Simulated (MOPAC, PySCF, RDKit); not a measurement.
Complex: H2O (SMILES O) (first 3 atoms) with C2H6O (SMILES CCO); geometry from B3LYP-D3(BJ)/def2-TZVP, rigid monomers moved along the line of their centres of mass till H2···O6 is 2.62 Å.
(charge 0, multiplicity 1):
```json
[
 {"atom": "O", "x (Å)": "-0.2192", "y (Å)": "0.3078", "z (Å)": "0.1725"},
 {"atom": "H", "x (Å)": "0.3039", "y (Å)": "0.1022", "z (Å)": "0.9666"},
 {"atom": "H", "x (Å)": "0.1251", "y (Å)": "-0.2641", "z (Å)": "-0.5197"},
 {"atom": "C", "x (Å)": "-1.2997", "y (Å)": "0.3307", "z (Å)": "4.2666"},
 {"atom": "C", "x (Å)": "-0.2654", "y (Å)": "-0.7758", "z (Å)": "4.1851"},
 {"atom": "O", "x (Å)": "0.9121", "y (Å)": "-0.3787", "z (Å)": "3.4654"},
 {"atom": "H", "x (Å)": "-2.1908", "y (Å)": "-0.0215", "z (Å)": "4.7911"},
 {"atom": "H", "x (Å)": "-1.5893", "y (Å)": "0.6575", "z (Å)": "3.2676"},
 {"atom": "H", "x (Å)": "-0.9103", "y (Å)": "1.1915", "z (Å)": "4.8175"},
 {"atom": "H", "x (Å)": "0.0165", "y (Å)": "-1.1263", "z (Å)": "5.1836"},
 {"atom": "H", "x (Å)": "-0.6578", "y (Å)": "-1.6285", "z (Å)": "3.6313"},
 {"atom": "H", "x (Å)": "1.2915", "y (Å)": "0.3951", "z (Å)": "3.8974"}
]
```

Counterpoise-corrected where a basis set is named; no monomer relaxation. Rows marked so take none.

Rows in 3-21G carry no dispersion term and start afresh at each structure. The state that AM1, PM6 reach isn't checked.

Codes used: MOPAC for AM1, PM6 (differences of heats of formation); PySCF for 3-21G rows; RDKit for the force fields. Values without a source in brackets are computed.

**Question.** One of these levels gives -82.9 meV for the interaction energy. Name it.
A. MMFF94
B. PM6
C. AM1
D. B3LYP/3-21G (no counterpoise)

**Answer.** C, AM1. The others give -139.5 (MMFF94), -117.3 (PM6), -271.7 (B3LYP/3-21G (no counterpoise))
